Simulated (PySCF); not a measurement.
Structure with atom numbers: `[O:1]=[C:2]([OH:3])[CH2:4][C:5]([F:6])([F:7])[F:8]` (H(Xn): hydrogen on atom n).

GIAO PBE0/pcSseg-1 shifts (PySCF 2.14.0 with density-fitted response routines, gas phase, non-relativistic, equivalent atoms averaged), each against references optimised in the same way as the molecule (H2O, TMS, CFCl3).

On the GFN2-xTB geometry: O1 463.1, O3 210.2, C2 168.0, C5 133.3, C4 45.2, F6/F7/F8 -77.2, H(O3) 6.39, H(C4) 3.14 ppm.

Question: What changes on the PBE0-D3(BJ)/def2-SVP geometry?

Answer: 
```
   atoms  δ (ppm)  change
      O1    465.8    +2.7
      O3    216.0    +5.8
      C2    167.8    -0.2
      C5    128.8    -4.5
      C4     42.3    -2.9
F6/F7/F8    -75.5    +1.7
   H(O3)     5.99   -0.40
   H(C4)     2.84   -0.30
```

Unscaled 19F shifts against computed CFCl3 carry errors that often reach 10 to 50 ppm.

Bonds between heavy atoms that differ most (equivalent bonds averaged): C2–C4 1.526 → 1.511 Å, C4–C5 1.520 → 1.513 Å, C2–O3 1.328 → 1.335 Å, C5–F6 1.339 → 1.334 Å, O1–C2 1.195 → 1.199 Å. Mean change of bonds to hydrogen: O–H -0.000 Å, C–H +0.007 Å.
